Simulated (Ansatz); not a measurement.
A further run on the cluster Si3Au⁺ (the lowest singlet isomer of a short search).

```yaml
crystal:
  periodic: [false, false, false]
  atoms:
    - {symbol: Au, position_ang: [0.504301, -1.263245, -0.124733]}
    - {symbol: Si, position_ang: [0.239114, -0.018328, 1.945076]}
    - {symbol: Si, position_ang: [-0.293117, 0.151992, -1.931786]}
    - {symbol: Si, position_ang: [-0.450288, 1.129590, 0.111443]}
basis:
  gaussian: {orbitals: def2-TZVPD}
total_charge: 1
hamiltonian: {xc: {name: B3LYP5}}
output: {forces: true}
```

```sh
$ ansatz run in.yaml --threads 4 --pin off --events-out ev --progress --plain --max-ram 3916MiB
```

Output, abridged:

```
Functional definition: B3LYP5
1267 factors; their error is unknown
mean field evaluation 1: about -27305.1570 eV, gradient 6.3e1 eV
mean field evaluation 2: about -27128.5683 eV, gradient 2.8e2 eV
mean field evaluation 4: about -27312.1325 eV, gradient 3.1e1 eV
mean field evaluation 8: about -27314.4795 eV, gradient 7.9e-2 eV
mean field evaluation 16: about -27314.5186 eV, gradient 2.2e-4 eV
mean field -27314.51863595 eV, -1003.7900454253 hartree, gradient 3.0e-5 eV, S^2 0.000000; 0 other end points of the search recorded, 0 dependent functions left out
reference -27314.51885414 eV, -1003.7900534439 hartree; 30, 30 occupied and 142, 142 virtual orbitals, 1267 factors
Total energy: -27314.51885414 eV, -1003.7900534439 hartree
Atom 0 at     0.504301    -1.263245    -0.124733 Å, force     0.096713    -0.242907    -0.023912 eV/Å
Atom 1 at     0.239114    -0.018328     1.945076 Å, force    -0.026894     0.075612     0.032591 eV/Å
Atom 2 at    -0.293117     0.151992    -1.931786 Å, force    -0.033786     0.077823    -0.017591 eV/Å
Atom 3 at    -0.450288     1.129590     0.111443 Å, force    -0.036034     0.089472     0.008912 eV/Å
Dipole moment:    -0.247685     0.619967     0.061245 e Å
```

Run time 3.5 s (4 threads of Arm Neoverse V2 on a shared host).

In the def2 sets Au takes a core potential; there is no spin–orbit coupling.

The dipole of an ion depends on the origin.
